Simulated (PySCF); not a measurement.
Cost of excited-state runs on `C#CC=C=C(C#C)C(F)(F)F`, C$_{8}$H$_{3}$F$_{3}$

Atom-mapped SMILES (the numbers label the heavy atoms): `[CH:1]#[C:2][CH:3]=[C:4]=[C:5]([C:6]#[CH:7])[C:8]([F:9])([F:10])[F:11]`. Each H is labelled by its parent atom.

PySCF with density fitting, on 1 thread of an Arm Neoverse V1, shared host. Command: `OMP_NUM_THREADS=1 python excited_run.py task.json out`

Question: How long does each of these runs take, and how much memory?
- first hyperpolarisability, CAM-B3LYP/aug-cc-pVDZ; writes grids
- circular dichroism and optical rotation, CAM-B3LYP/aug-cc-pVDZ; 12 states; writes grids
- excited states, wB97X-D/aug-cc-pVDZ; Tamm-Dancoff; spin-orbit couplings; 6 states; 5 triplets; quadratic response for 4 states; writes grids
- excited states, CAM-B3LYP/aug-cc-pVDZ; two-photon moments; 8 states; quadratic response for 6 states; 0 triplets

Answer: 
```csv
run,level,basis functions,wall time,peak memory (GiB)
first hyperpolarisability,CAM-B3LYP/aug-cc-pVDZ,280,94 s,1.2
circular dichroism and optical rotation,CAM-B3LYP/aug-cc-pVDZ,280,3.1 min,1.3
excited states,wB97X-D/aug-cc-pVDZ,280,92 s,1.1
excited states,CAM-B3LYP/aug-cc-pVDZ,280,110 s,1.2
```
Times from a shared host are rough.
